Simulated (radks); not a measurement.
Spherical quantum dot in the effective-mass picture: electrons in a parabolic well V = omega^2 r^2 / 2 with omega = 0.442, all in effective atomic units (hartree* = m*/eps^2 hartree, bohr* = eps/m* bohr), one dielectric constant everywhere. Calculated with a radial shooting solver with Libxc functionals: non-relativistic Kohn-Sham, PBE, spin-polarised, spherical densities. Levels are named by radial order and angular momentum (1s, 1p, 1d, 2s, ...), and open shells are averaged over m. Results are scaled to m* = 0.285 and eps = 12, for which hartree* = 53.86 meV and bohr* = 2.228 nm.

N = 5, configuration 1s2 1p(up 3, down 0). This is the lowest configuration that the search found. Occupied and some empty levels:

level    occupation  eigenvalue (meV)  <r> (nm)
1s up             1            122.70     4.837
1s down           1            126.74     4.648
1p up             3            137.49     5.942
1p down           0            142.65     5.939
1d up             0            154.80     6.810
2s up             0            159.86     6.105
1d down           0            159.93     6.896
2s down           0            162.34     6.192
1f up             0            173.71     7.571
1f down           0            178.36     7.688

Energy (meV): total 438.090, kinetic 89.447, external 177.36, Hartree 245.98, exchange-correlation -74.691.

Electron density:

r (nm)  n(r) (e/nm^3)
0.813        0.004209
1.69         0.004351
2.56         0.004436
3.43         0.004293
4.30         0.003815
5.17         0.003030
6.05         0.002102
6.92         0.001250
7.79        0.0006304
8.66        0.0002726
9.54        0.0001018
10.4       0.00003288
11.3        9.066e-06
